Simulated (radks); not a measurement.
Results of a calculation; reference values are marked as such.
Numerical settings for the dysprosium ion Dy+, [Xe] 4f10 6s1. Level of theory: scalar-relativistic Kohn-Sham, r2SCAN, spin-polarised, spherical densities, finite nucleus; open shells are filled with parallel spins first (spin-orbit coupling, left out, can overturn this in heavy ions); meta-GGA in the generalised Kohn-Sham scheme; Fermi nuclear charge, rms radius 5.2218 fm (a radial shooting solver on a logarithmic mesh with Libxc functionals). The defaults (mesh step 0.008 in ln r, mesh end at 40 bohr or more with all orbitals vanishing there, Anderson mixing 0.5 over 9 steps, residual threshold near 1e-9 with the energy settled to 1e-9 hartree or 1e-11 of itself, here a cap of 70 iterations) give E = -12157.340 hartree and 4f at -6.941 eV in 17 iterations. Run on one thread of a shared host, so times are rough (Arm Neoverse V2): 0.31 s of CPU time, 0.31 s wall, 17 iterations on 2360 mesh points. Changes against that run (0 stands for a change within the tolerance of the run):

setting                     iterations  converged  E (mhartree)  e(4f) (meV)  CPU (s)
mesh step in ln r 0.03              17        yes        +0.189     +0.00988     0.09
mesh step in ln r 0.05              18        yes          +3.5       -0.363     0.06
mesh step in ln r 0.012             17        yes      -0.00148            0     0.21
mesh end (bohr) 400                 17        yes             0            0     0.31
mesh end (bohr) 5                   13        yes          +111    +1.75e+03     0.23
residual threshold 0.01             12        yes      -0.00139        +6.13     0.23
residual threshold 1e-05            14        yes             0       +0.886     0.26
mixing 1                            19         no      diverged            -     0.39
linear mixing, mixing 0.8           70         no     +7.86e+04    +1.18e+03      2.4
linear mixing, mixing 0.05          70         no         +23.4         -196      1.1
mixing history 3                    15        yes             0      -0.0502     0.27
iteration cap 5                      5         no         +18.3    +1.65e+03     0.11

Settings that end as converged yet miss the energy by more than 1 mhartree: mesh step in ln r 0.05 (+0.0035 hartree); mesh end (bohr) 5 (+0.111 hartree). A mesh that ends early acts as a hard wall.
